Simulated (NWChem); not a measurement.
The numbers come from NWChem runs, not from measurements. System: HI, charge 0, spin multiplicity 1, displaced from the optimised geometry. Level: MP2/def2-SVP with def2 effective core potentials on I, 4 core orbitals frozen, spin-restricted.

Input file:

```
start mol
memory heap 200 mb stack 900 mb global 1100 mb
geometry units angstroms nocenter noautoz noautosym
  I      0.000000     0.000000     1.254836
  H      0.000000     0.000000    -1.602562
end
basis spherical
  * library def2-svp
end
ecp
  I library def2-ecp
end
scf
  rhf
  nopen 0
  maxiter 100
  thresh 1e-7
  semidirect memsize 60000000 filesize 0
end
mp2
  freeze core 4
end
task mp2 energy
```

Output (cleaned and shortened):

```
             Northwest Computational Chemistry Package (NWChem) 7.3.0
             --------------------------------------------------------

                                NWChem Input Module
                                -------------------

 Scaling coordinates for geometry "geometry" by  1.889725989
 (inverse scale =  0.529177249)

                             Geometry "geometry" -> ""
                             -------------------------

 Output coordinates in angstroms (scale by  1.889725989 to convert to a.u.)

  No.       Tag          Charge          X              Y              Z
 ---- ---------------- ---------- -------------- -------------- --------------
    1 I                   53.0000     0.00000000     0.00000000     1.25483600
    2 H                    1.0000     0.00000000     0.00000000    -1.60256200

 Effective nuclear repulsion energy (a.u.)       9.8153614572

            Nuclear Dipole moment (a.u.)
            ----------------------------
        X                 Y               Z
 ---------------- ---------------- ----------------
     0.0000000000     0.0000000000   122.6502955724


 Summary of "ao basis" -> "" (spherical)
 ------------------------------------------------------------------------------
       Tag                 Description            Shells   Functions and Types
 ---------------- ------------------------------  ------  ---------------------
 *                          def2-svp                  on all atoms

 Summary of "ao basis" -> "ao basis" (spherical)
 ------------------------------------------------------------------------------
       Tag                 Description            Shells   Functions and Types
 ---------------- ------------------------------  ------  ---------------------
 I                          def2-svp                10       26   4s4p2d
 H                          def2-svp                 3        5   2s1p

                                 NWChem SCF Module
                                 -----------------

  ao basis        = "ao basis"
  functions       =    31
  atoms           =     2
[...]
     1   1 0 0     -0.000000      0.000000      0.000000
     1   0 1 0     -0.000000      0.000000      0.000000
     1   0 0 1     -0.295875      0.000000     56.254002

     2   2 0 0    -22.177954      0.000000      0.000000
     2   1 1 0     -0.000000      0.000000      0.000000
     2   1 0 1     -0.000000      0.000000      0.000000
     2   0 2 0    -22.177954      0.000000      0.000000
     2   0 1 1     -0.000000      0.000000      0.000000
     2   0 0 2    -17.585356      0.000000    149.747367

                   NWChem MP2 Semi-direct Energy/Gradient Module
                   ---------------------------------------------

  Basis functions       =     31
  Molecular orbitals    =     31
  Frozen core           =      4
  Frozen virtuals       =      0
  Active alpha occupied =      9
  Active beta occupied  =      9
  Active alpha virtual  =     18
  Active beta virtual   =     18
  Use MO symmetry       = F
  Use skeleton AO sym   = F

  AO/Fock/Back tols     =   1.0D-09  1.0D-09  1.0D-09

 GA uses MA = F    GA memory limited = T

 Available:
  local mem=  1.26D+08
 global mem=  1.44D+08
 local disk=  0.00D+00
  mp2_memr nvloc                    18
  nvloc new                    18
   1 passes of   9:        2097152                       6091                    274890.
   1 passes of   9: M    126150426           G      144177278           F     124053274.

 Semi-direct pass number   1 of   1  for RHF alpha+beta  at        0.4s
  vrange nnbf                   496
  mp2_eaftype                    10  avail_ma_in_mb                  1099
 EAF : mp2_eaftype filesize          10     137445.
  mp2_eaf for mointskh                     10
Node 0 wrote      0.6 Mb in      0.0 s     Agg I/O rate:   946.4 Mb/s
 Done moints_semi at        0.9s
  mp2_eaftype                    10  avail_ma_in_mb                  1089
 EAF : mp2_eaftype filesize          10     137445.
  mp2_eaf for kh                    10
 Done maket at        0.9s
 Done multipass loop at        0.9s

          -------------------------------------------
          SCF energy                -297.078310481564
          Correlation energy          -0.150174172788
          Singlet pairs               -0.098975584903
          Triplet pairs               -0.051198587885
          Total MP2 energy          -297.228484654353
          -------------------------------------------

          ---------------------------------------------------
                    Spin Component Scaled (SCS) MP2
          Same spin pairs                     -0.034132391923
          Same spin scaling factor             0.333333333333
          Opposite spin pairs                 -0.116041780865
          Opposite spin scaling fact.          1.200000000000
          SCS-MP2 correlation energy          -0.150627601012
          Total SCS-MP2 energy              -297.228938082577
          ---------------------------------------------------

 -----------------------
 Performance information
 -----------------------

 Timer overhead =  2.71D-07 seconds/call

               Nr. of calls         CPU time (s)                 Wall time (s)                GFlops
             ---------------    -------------------     ------------------------------   -------------------
Name         Min   Avg   Max    Min     Avg     Max     Min     Avg     Max   Mx/calls   Min     Max     Sum
mp2: moin     1     1     1   0.51    0.51    0.51     0.51    0.51    0.51    0.51      0.0     0.0     0.0
mp2: make     1     1     1   1.24E-2 1.24E-2 1.24E-2  1.24E-2 1.24E-2 1.24E-2 1.24E-2   0.0     0.0     0.0
mp2: tota     1     1     1   0.56    0.56    0.56     0.56    0.56    0.56    0.56      0.0     0.0     0.0

 The average no. of pstat calls per process was 3.00D+00
 with a timing overhead of 8.12D-07s

 Task  times  cpu:        0.9s     wall:        0.9s

 Total times  cpu:        1.0s     wall:        1.0s
```
